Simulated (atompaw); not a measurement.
Ranking PAW (atompaw) potentials for gadolinium (Gd)

All share these settings but for the change named:

atompaw 4.2.0.5 input, output lines left out:

```
Gd 64
GGA-PBESOL scalarrelativistic loggrid 2001 logderivrange -6 5 276
6 6 5 4 0 0
6 0 1.75
6 1 0
5 2 1
4 3 7
0 0 0
c
c
c
c
v
v
c
c
c
v
v
c
c
v
v
3
3.00 2.60 2.60 2.60
n
n
y
2.7
n
y
4.4
n
modrrkj vanderbiltortho besselshape
4 0 troulliermartins
2.45
3.00
1.65
3.00
3.00
3.00
1.25
1.25
```

Cutoff: the first of the cutoffs (Ry, on a coarse ladder) from which the occupation-weighted sum of valence levels, in a spherical-Bessel basis at the reference potential, stays within 10 and 1 mRy of its value at 400 Ry; the density cutoff is not measured.

The base gives 110 Ry.

Of 7 variants that were run, those that failed, showed a ghost or another fault, or gave nearly equal values are left out.

A variant can come out equal or close to the base.

(1) Rank these variants from softest to hardest (loose cutoff).
A. all radii scaled by about 1.06 (s 2.60, p 1.74, d 3.18, f 1.32 bohr); local potential troulliermartins scheme with l = 4 at 0 Ry, radius 2.74 bohr; augmentation besselshape compensation charge, radius 2.74 bohr; PAW radius 3.18 bohr; waves and projectors: modrrkj vanderbiltortho; core correction smooth core density matched at 2.74 bohr
B. all radii scaled by about 0.90 (s 2.22, p 1.48, d 2.70, f 1.12 bohr); local potential troulliermartins scheme with l = 4 at 0 Ry, radius 2.34 bohr; augmentation besselshape compensation charge, radius 2.34 bohr; PAW radius 2.70 bohr; waves and projectors: modrrkj vanderbiltortho; core correction smooth core density matched at 2.34 bohr
C. all radii scaled by about 0.83 (s 2.02, p 1.36, d 2.48, f 1.04 bohr); local potential troulliermartins scheme with l = 4 at 0 Ry, radius 2.14 bohr; augmentation besselshape compensation charge, radius 2.14 bohr; PAW radius 2.48 bohr; waves and projectors: modrrkj vanderbiltortho; core correction smooth core density matched at 2.14 bohr

## Answers

(1) A (100 Ry), B (140 Ry), C (180 Ry).
